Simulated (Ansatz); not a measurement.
`C[S][SnH]([CH3])[F]` + `N[SiH](N)S` → `CN[SiH](N)S` + `[CH3][SnH]([F])[SH]`  (substitution at a C–S bond)

Calculated with Ansatz (gas phase, PBE0-D4/def2-TZVP geometries, no zero-point term in ΔE). CBS: MP2 limit from def2 TZ/QZ plus the TZ coupled-cluster correction, frozen cores. Functionals use def2-TZVPP. Elements past krypton have def2 core potentials. For Sn outer-core shells are correlated without core-valence functions, which leaves a few kJ/mol of doubt a bond. Each species was taken in one conformer, which may not be the lowest.

Question: Is it downhill or uphill in electronic energy at CCSD(T)/CBS, and by how much? (Estimate.)

Answer: Ansatz gave: Uphill: ΔE = +6.0 kcal/mol.

Question: What do these levels give: ωB97X-V, PBE, HF/def2-TZVPP, MP2/def2-QZVPP, SCS-MP2/def2-QZVPP, MP2/CBS(def2)? (Estimate.)

Answer: Computed: ωB97X-V 5.0, PBE 5.4, HF/def2-TZVPP 3.9, MP2/def2-QZVPP 6.6, SCS-MP2/def2-QZVPP 5.9, MP2/CBS(def2) 7.1 kcal/mol.

Largest T1 diagnostic among the species: 0.013.

In def2-TZVPP, CCSD(T) changes the Hartree–Fock value by +1.0 kcal/mol (the triples alone add +0.3 kcal/mol) and MP2 by +2.0 kcal/mol.
